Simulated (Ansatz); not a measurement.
Ansatz (an electronic-structure program) input (revPBE/def2-TZVPD):

Ansatz 0.2 input:
```yaml
crystal:
  periodic: [false, false, false]
  atoms:
    - {symbol: In, position_ang: [-0.00000000, -0.00000000, -1.75533115]}
    - {symbol: I, position_ang: [0.00000000, 0.00000000, 1.62285333]}
basis:
  gaussian:
    orbitals: def2-TZVPD
hamiltonian:
  xc: {name: revPBE}
total_charge: 1
magnetization: {spin_polarized: true, initial_magnetization: 1}
output: {forces: true}
```

End of the output:

```
integrals: 0.04 GiB planned
845 factors; their error is unknown
mean field: 0.37 GiB planned
mean field evaluation 1: about -13261.5406 eV, gradient 2.9e1 eV
mean field evaluation 2: about -13120.0951 eV, gradient 9.5e1 eV
mean field evaluation 4: about -13270.4248 eV, gradient 1.0e1 eV
mean field evaluation 8: about -13271.1779 eV, gradient 5.2e-1 eV
mean field evaluation 16: about -13271.1683 eV, gradient 4.8e-4 eV
mean field evaluation 32: about -13270.8894 eV, gradient 3.3e-3 eV
mean field evaluation 64: about -13270.9069 eV, gradient 7.2e-1 eV
mean field -13271.16834127 eV, -487.7064410206 hartree, gradient 2.5e-6 eV, S^2 0.753366; 6 other end points of the search recorded, 0 dependent functions left out
the calculation of the forces begins
reference -13271.16838765 eV, -487.7064427250 hartree; 23, 22 occupied and 92, 93 virtual orbitals, 845 factors
Total energy: -13271.16838765 eV, -487.7064427250 hartree
Atom 0 at    -0.000000    -0.000000    -1.755331 Å, force    -0.000000    -0.000000    -0.008899 eV/Å
Atom 1 at     0.000000     0.000000     1.622853 Å, force     0.000000     0.000000     0.008899 eV/Å
Dipole moment:    -0.000000     0.000000    -0.887964 e Å
```
